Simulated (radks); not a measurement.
Task: All-electron atom: Ar I in [Ar]. Method: scalar-relativistic Kohn-Sham, LDA (Slater exchange, Perdew-Wang correlation), spin-unpolarised, spherical densities, point nucleus; computed with a radial shooting solver on a logarithmic mesh with Libxc functionals. Some entries of the table are withheld. Estimate them.

orbital,occ.,eigenvalue (hartree),<1/r> (bohr^-1),r(max) (bohr)
1s,2,(1),(2),(3)
2s,2,-10.87661,3.540,0.3396
2p,6,-8.44780,(4),(5)
3s,2,-0.89165,0.9921,1.173
3p,6,(6),0.8311,1.287

Result: 
(1) 1s eigenvalue (hartree): -114.3031
(2) 1s <1/r> (bohr^-1): 17.65
(3) 1s r(max) (bohr): 0.05620
(4) 2p <1/r> (bohr^-1): 3.449
(5) 2p r(max) (bohr): 0.2807
(6) 3p eigenvalue (hartree): -0.38163
